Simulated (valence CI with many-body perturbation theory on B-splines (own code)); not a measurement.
## E1 line list for Re⁶⁰⁺

Computed by relativistic CI+MBPT: five valence electrons over a frozen Dirac-Fock core [Ne], a basis of 11 s, 11 p, 10 d, 8 f, 5 g, 2 h functions for each j, with the one-electron correlation potential Σ1 (screened to all orders), the two-electron term Σ2, the three-electron term Σ3, Breit, model QED; selected single and double excitations, second order for the rest, scaled by the run's own slope (own B-spline code, finite nucleus).

No measured spectrum was set against this ion. As an estimate, large intervals hold to a few tenths of a per cent, small ones and those within an open d or f shell to about a per cent. Among the levels kept, up to 3100 cm⁻¹ of a level comes from second order outside the variational space, and about a tenth of that is noise between levels of different J, which matters for small intervals.

Lines 201 to 250 of 557 in falling wavelength, among levels below 104.37 Ry, chosen from the strongest by gf and those to the six lowest levels. Wavelengths and rates use the calculated energies. Electric multipoles are in the length gauge, E1 and E2 with the static RPA response of the core. Weak lines are less certain than strong ones. Lines between different terms over intervals too small for the method are left out, as are lines whose strength nearly cancels. The highest levels of a list are the least certain.

Levels are named by their leading jj configuration (3d3/2^4 stands for four electrons in 3d with j = 3/2), which in mixed levels can hold well under half, so a name can repeat and another be missing. Letters in brackets count levels of one name in rising energy.

```
λ vac (nm)                               Upper                               Lower   A (s⁻¹)  S (a.u.) with core polarisation  S without
     3.501          (3s^2 3p1/2 3d5/2^2) J=3/2  (3s^2 3p1/2 3p3/2 3d5/2) J=3/2 [a]  4.46e+11                         3.78e-02   3.83e-02
     3.497  (3s^2 3p1/2 3p3/2 3d5/2) J=5/2 [b]          (3s^2 3p1/2 3p3/2^2) J=3/2  6.37e+11                         8.07e-02   8.17e-02
     3.494          (3s 3p1/2^2 3d5/2^2) J=3/2  (3s 3p1/2^2 3p3/2 3d5/2) J=3/2 [a]  1.44e+11                         1.22e-02   1.23e-02
     3.494          (3s 3p1/2^2 3d5/2^2) J=9/2      (3s 3p1/2^2 3p3/2 3d5/2) J=9/2  1.39e+11                         2.92e-02   2.96e-02
     3.491  (3s^2 3p3/2 3d3/2 3d5/2) J=5/2 [c]          (3s^2 3p3/2^2 3d3/2) J=5/2  2.50e+11                         3.15e-02   3.19e-02
     3.491      (3s^2 3p3/2^2 3d5/2) J=5/2 [b]                (3s^2 3p3/2^3) J=3/2  8.96e+11                         1.13e-01   1.14e-01
     3.485  (3s 3p1/2^2 3d3/2 3d5/2) J=7/2 [b]      (3s 3p1/2^2 3p3/2 3d3/2) J=7/2  4.38e+10                         7.32e-03   7.42e-03
     3.481  (3s 3p1/2 3p3/2^2 3d5/2) J=5/2 [c]        (3s 3p1/2 3p3/2^3) J=3/2 [a]  3.96e+11                         4.95e-02   5.01e-02
     3.478  (3s^2 3p3/2 3d3/2 3d5/2) J=3/2 [c]          (3s^2 3p3/2^2 3d3/2) J=1/2  5.41e+11                         4.50e-02   4.55e-02
     3.474          (3s^2 3p1/2 3d5/2^2) J=7/2  (3s^2 3p1/2 3p3/2 3d5/2) J=7/2 [a]  1.77e+11                         2.93e-02   2.97e-02
     3.474          (3s 3p1/2^2 3d5/2^2) J=7/2  (3s 3p1/2^2 3p3/2 3d5/2) J=5/2 [a]  3.46e+10                         5.72e-03   5.79e-03
     3.473  (3s^2 3p3/2 3d3/2 3d5/2) J=9/2 [b]          (3s^2 3p3/2^2 3d3/2) J=7/2  8.13e+11                         1.68e-01   1.70e-01
     3.461  (3s^2 3p3/2 3d3/2 3d5/2) J=3/2 [c]      (3s^2 3p3/2^2 3d3/2) J=3/2 [a]  2.50e+11                         2.05e-02   2.07e-02
     3.457  (3s 3p1/2^2 3p3/2 3d5/2) J=7/2 [b]          (3s 3p1/2^2 3p3/2^2) J=5/2  1.71e+11                         2.79e-02   2.83e-02
     3.446  (3s 3p1/2^2 3d3/2 3d5/2) J=5/2 [b]  (3s 3p1/2^2 3p3/2 3d3/2) J=5/2 [a]  9.48e+10                         1.15e-02   1.16e-02
     3.416  (3s^2 3p3/2 3d3/2 3d5/2) J=5/2 [d]      (3s^2 3p3/2^2 3d3/2) J=3/2 [a]  8.56e+10                         1.01e-02   1.02e-02
     3.409  (3s 3p1/2 3p3/2^2 3d5/2) J=5/2 [d]        (3s 3p1/2 3p3/2^3) J=3/2 [a]  5.13e+10                         6.02e-03   6.10e-03
     3.396  (3s 3p1/2 3p3/2^2 3d5/2) J=3/2 [d]            (3s 3p1/2 3p3/2^3) J=5/2  1.41e+11                         1.09e-02   1.11e-02
     3.365  (3s^2 3p3/2 3d3/2 3d5/2) J=5/2 [d]          (3s^2 3p3/2^2 3d3/2) J=7/2  7.46e+10                         8.42e-03   8.53e-03
     3.363      (3s^2 3p1/2 3p3/2 3d5/2) J=1/2          (3s^2 3p1/2 3p3/2^2) J=3/2  6.94e+10                         2.61e-03   2.64e-03
     3.329  (3s 3p1/2 3p3/2^2 3d5/2) J=5/2 [e]        (3s 3p1/2 3p3/2^3) J=3/2 [a]  7.61e+10                         8.31e-03   8.42e-03
     2.826  (3s 3p1/2^2 3p3/2 3d3/2) J=5/2 [a]          (3s^2 3p1/2^2 3d5/2) J=5/2  3.49e+08                         2.33e-05   2.36e-05
     2.758      (3s 3p1/2^2 3p3/2 3d3/2) J=7/2          (3s^2 3p1/2^2 3d5/2) J=5/2  1.51e+10                         1.25e-03   1.27e-03
     2.648  (3s 3p1/2^2 3p3/2 3d3/2) J=3/2 [b]          (3s^2 3p1/2^2 3d5/2) J=5/2  4.74e+09                         1.74e-04   1.76e-04
     2.587  (3s 3p1/2^2 3p3/2 3d3/2) J=5/2 [b]          (3s^2 3p1/2^2 3d5/2) J=5/2  6.43e+09                         3.29e-04   3.34e-04
     2.490  (3s 3p1/2 3p3/2^2 3d5/2) J=7/2 [a]  (3s^2 3p1/2 3p3/2 3d5/2) J=5/2 [b]  2.03e+11                         1.24e-02   1.25e-02
     2.430          (3s^2 3p1/2 3d3/2^2) J=5/2          (3s^2 3p1/2^2 3d5/2) J=5/2  4.64e+08                         1.97e-05   2.00e-05
     2.397  (3s 3p1/2 3p3/2^2 3d5/2) J=9/2 [b]  (3s^2 3p1/2 3p3/2 3d5/2) J=7/2 [b]  2.53e+11                         1.72e-02   1.75e-02
     2.392  (3s 3p1/2 3p3/2^2 3d5/2) J=7/2 [a]  (3s^2 3p1/2 3p3/2 3d5/2) J=5/2 [a]  7.54e+10                         4.07e-03   4.13e-03
     2.366  (3s 3p1/2 3p3/2^2 3d3/2) J=5/2 [b]  (3s^2 3p1/2 3p3/2 3d3/2) J=3/2 [b]  2.62e+11                         1.03e-02   1.04e-02
     2.360                (3s^2 3p3/2^3) J=3/2          (3s^2 3p1/2^2 3d3/2) J=3/2  1.01e+09                         2.61e-05   2.65e-05
     2.357        (3s 3p1/2 3p3/2^3) J=3/2 [a]          (3s^2 3p1/2 3p3/2^2) J=1/2  3.07e+10                         7.94e-04   8.04e-04
     2.355  (3s 3p1/2 3p3/2^2 3d5/2) J=1/2 [b]  (3s^2 3p1/2 3p3/2 3d5/2) J=3/2 [b]  3.64e+11                         4.70e-03   4.76e-03
     2.341  (3s 3p1/2 3p3/2^2 3d5/2) J=9/2 [a]  (3s^2 3p1/2 3p3/2 3d5/2) J=7/2 [a]  4.97e+11                         3.14e-02   3.19e-02
     2.335  (3s 3p1/2 3p3/2^2 3d3/2) J=1/2 [a]  (3s^2 3p1/2 3p3/2 3d3/2) J=1/2 [a]  6.89e+11                         8.67e-03   8.79e-03
     2.331  (3s 3p1/2 3p3/2^2 3d3/2) J=5/2 [a]  (3s^2 3p1/2 3p3/2 3d3/2) J=3/2 [a]  3.01e+11                         1.13e-02   1.14e-02
     2.328      (3s 3p1/2 3p3/2 3d3/2^2) J=7/2          (3s^2 3p1/2 3d3/2^2) J=5/2  9.15e+10                         4.56e-03   4.63e-03
     2.322  (3s 3p1/2 3p3/2^2 3d3/2) J=3/2 [c]  (3s^2 3p1/2 3p3/2 3d3/2) J=1/2 [b]  3.33e+11                         8.24e-03   8.36e-03
     2.319  (3s 3p1/2 3p3/2^2 3d5/2) J=7/2 [a]  (3s^2 3p1/2 3p3/2 3d5/2) J=7/2 [a]  4.33e+11                         2.13e-02   2.16e-02
     2.316  (3s 3p1/2 3p3/2^2 3d3/2) J=7/2 [b]  (3s^2 3p1/2 3p3/2 3d3/2) J=5/2 [b]  2.96e+11                         1.45e-02   1.47e-02
     2.315  (3s 3p1/2 3p3/2^2 3d3/2) J=5/2 [a]  (3s^2 3p1/2 3p3/2 3d3/2) J=5/2 [a]  1.88e+11                         6.89e-03   6.99e-03
     2.302  (3s 3p1/2^2 3p3/2 3d3/2) J=5/2 [a]          (3s^2 3p1/2^2 3d3/2) J=3/2  4.65e+09                         1.68e-04   1.70e-04
     2.298  (3s 3p1/2 3p3/2^2 3d3/2) J=5/2 [c]  (3s^2 3p1/2 3p3/2 3d3/2) J=3/2 [b]  1.07e+11                         3.83e-03   3.89e-03
     2.294     (3s 3p1/2 3p3/2^2 3d5/2) J=11/2      (3s^2 3p1/2 3p3/2 3d5/2) J=9/2  4.00e+11                         2.86e-02   2.90e-02
     2.292  (3s 3p1/2^2 3p3/2 3d3/2) J=3/2 [a]          (3s^2 3p1/2^2 3d3/2) J=3/2  5.09e+10                         1.21e-03   1.23e-03
     2.288        (3s 3p1/2 3p3/2^3) J=3/2 [a]          (3s^2 3p1/2 3p3/2^2) J=5/2  4.84e+10                         1.14e-03   1.16e-03
     2.288  (3s 3p1/2 3p3/2 3d3/2^2) J=3/2 [a]  (3s 3p1/2^2 3p3/2 3d3/2) J=3/2 [b]  2.72e+11                         6.43e-03   6.52e-03
     2.286  (3s 3p1/2 3p3/2^2 3d5/2) J=9/2 [b]      (3s^2 3p1/2 3p3/2 3d5/2) J=9/2  3.12e+11                         1.84e-02   1.86e-02
     2.283          (3s 3p1/2^2 3p3/2^2) J=5/2          (3s^2 3p1/2^2 3p3/2) J=3/2  3.61e+11                         1.27e-02   1.29e-02
     2.283  (3s 3p1/2^2 3p3/2 3d5/2) J=5/2 [a]          (3s^2 3p1/2^2 3d5/2) J=5/2  2.19e+11                         7.71e-03   7.82e-03
```
